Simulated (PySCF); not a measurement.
## Ge²⁺ (germanium, charge +2): PBE calculation

Configuration: [Ar] 3d10 4s1 4p1, 4s spin antiparallel (an excited configuration). All numbers are calculated (PySCF 2.14, a scalar-relativistic core potential, in aug-cc-pVQZ-PP with ECP10MDF (7s6p5d3f2g, 89 functions)).

```json
{
 "Total energy": "-293.3250 hartree",
 "One-electron energy": "-505.0881 hartree",
 "Hartree (Coulomb) energy": "235.9950 hartree",
 "Exchange-correlation energy": "-24.2318 hartree",
 "⟨S²⟩": "1.0001",
 "⟨L²⟩": "2.008",
 "Sum of ⟨r⟩": "16.68 bohr",
 "Sum of ⟨r²⟩": "20.90 bohr²",
 "Traceless quadrupole moment −½Σ⟨3z² − r²⟩ along its main axis": "-2.42 e·bohr²"
}
```

```json
{"shell": "3s β", "electrons": "1", "mean orbital energy (hartree)": "-6.87789", "spread (hartree)": "0", "rms radius, mean of both spins (bohr)": "0.674"}
{"shell": "3s α", "electrons": "1", "mean orbital energy (hartree)": "-6.87599", "spread (hartree)": "0", "rms radius, mean of both spins (bohr)": "0.674"}
{"shell": "3p β", "electrons": "3", "mean orbital energy (hartree)": "-5.03171", "spread (hartree)": "0.02085", "rms radius, mean of both spins (bohr)": "0.706"}
{"shell": "3p α", "electrons": "3", "mean orbital energy (hartree)": "-5.02924", "spread (hartree)": "0.01568", "rms radius, mean of both spins (bohr)": "0.706"}
{"shell": "3d β", "electrons": "5", "mean orbital energy (hartree)": "-1.89389", "spread (hartree)": "0.02207", "rms radius, mean of both spins (bohr)": "0.812"}
{"shell": "3d α", "electrons": "5", "mean orbital energy (hartree)": "-1.88947", "spread (hartree)": "0.01372", "rms radius, mean of both spins (bohr)": "0.812"}
{"shell": "4s β", "electrons": "1", "mean orbital energy (hartree)": "-1.10924", "spread (hartree)": "0", "rms radius, mean of both spins (bohr)": "2.05"}
{"shell": "4p α", "electrons": "1", "mean orbital energy (hartree)": "-0.76471", "spread (hartree)": "0", "rms radius, mean of both spins (bohr)": "2.49"}
```

Energies and moments cover only the electrons outside the core potential. With the s spin flipped the determinant is a mixture of two multiplicities, not a spectroscopic state.
